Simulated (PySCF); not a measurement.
C2HF2, SMILES [CH]=C(F)F, multiplicity 2.

Coordinates come from a PBE0-D3(BJ)/def2-TZVP optimisation. The isomer is the one that the SMILES or the coordinates give; other isomers of the formula were not compared.

Two levels are set side by side: PBE/def2-TZVPD (PySCF) and M06-2X/def2-TZVPD (PySCF). Same geometry, gas phase. Differences are taken from unrounded values.

| quantity | PBE |
|---|---|
| α-spin orbital gap (eV) | 6.11 |
| β-spin orbital gap (eV) | 2.15 |
| dipole moment (D) | 1.10 |
| mean polarisability (bohr³) | 28.4 |

Q: These are the PBE values. What does M06-2X give? (Estimate from the structure and the level; the computed values follow.)

A: 
| quantity | M06-2X | PBE minus M06-2X |
|---|---|---|
| α-spin orbital gap (eV) | 10.14 | -4.03 |
| β-spin orbital gap (eV) | 6.67 | -4.52 |
| dipole moment (D) | 1.39 | -0.29 |
| mean polarisability (bohr³) | 26.7 | 1.7 |

Loosely held outer electrons make PBE densities more polarisable. Differences between two approximate levels are no errors against the true value.

Rough cost on one machine, each run with all the roots and properties that it gave: M06-2X against PBE about 2 times.
